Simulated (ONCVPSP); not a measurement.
An all-electron radial function and its pseudo partner (La (Z = 57))

Columns: radius, all-electron u(r) and pseudo u(r) of the 5d shell (level -12.04 eV) of lanthanum in the configuration [Kr] 4d10 5s2 5p6 5d1 6s0.5; PBE, non-relativistic, ONCV scheme, ONCVPSP 4.0.1.

```csv
r (bohr),all-electron,pseudo
0.152,0.1992,0.0014
0.305,0.0018,0.0107
0.458,-0.2550,0.0347
0.610,-0.3088,0.0769
0.762,-0.2053,0.1379
0.915,-0.0323,0.2152
1.068,0.1500,0.3028
1.220,0.3118,0.3929
1.372,0.4435,0.4788
1.525,0.5437,0.5544
1.678,0.6134,0.6140
1.830,0.6565,0.6547
1.982,0.6782,0.6768
2.135,0.6831,0.6825
2.288,0.6750,0.6748
2.440,0.6574,0.6574
2.592,0.6333,0.6333
2.745,0.6045,0.6045
2.898,0.5729,0.5729
3.050,0.5399,0.5399
3.202,0.5063,0.5063
3.355,0.4725,0.4725
3.508,0.4394,0.4394
3.660,0.4074,0.4074
3.812,0.3767,0.3767
3.965,0.3471,0.3471
```

Question: How many radial nodes do the two functions have?

Answer: The all-electron 5d function has n − l − 1 = 2; the pseudo-wave has 0, since the states of the same l below it are removed with the core.

Question: At about which radius was the pseudo-wave matched?

Answer: 2.60 bohr. The columns agree to 0.0005 from 2.29 bohr on; several derivatives are matched, so the curves merge somewhat inside the radius.

Question: Where does each function peak?

Answer: Outermost all-electron maximum near 2.13 bohr, pseudo maximum near 2.13 bohr (to the table’s step).

Question: Is the pseudo-wave norm-conserving?

Answer: Yes: the ONCV scheme keeps the norm inside the radius equal to the all-electron one, which fixes the energy derivative of the logarithmic derivative at the level.
